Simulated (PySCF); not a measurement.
**Radial density of Ti¹¹⁺ (titanium, charge +11)**

BLYP, [Ne] 3s1, 2S determinant. Computed with PySCF 2.14 in an uncontracted even-tempered set (17 s from 0.59 bohr⁻², ratio 2.5; 11 p from 0.76 bohr⁻², ratio 2.5; 5 d from 3.3 bohr⁻², ratio 2.7; 4 f from 5 bohr⁻², ratio 2.7), with the non-relativistic Hamiltonian (point nucleus).

| r (bohr) | 4πr²ρ (e/bohr) | 4πr²(ρα − ρβ) |
| --- | --- | --- |
| 0.00109 | 0.1022 | 0.0008 |
| 0.00184 | 0.2798 | 0.0023 |
| 0.00309 | 0.7490 | 0.0062 |
| 0.00520 | 1.931 | 0.0158 |
| 0.00875 | 4.674 | 0.0381 |
| 0.0147 | 10.17 | 0.0812 |
| 0.0248 | 18.56 | 0.1392 |
| 0.0416 | 25.43 | 0.1520 |
| 0.0701 | 23.20 | 0.0421 |
| 0.118 | 18.72 | 0.0555 |
| 0.198 | 25.75 | 0.4677 |
| 0.333 | 19.95 | 0.1071 |
| 0.561 | 4.289 | 0.7301 |
| 0.943 | 1.373 | 1.3113 |
| 1.59 | 0.08348 | 0.0834 |
| 2.67 | 0.0002115 | 0.0002 |
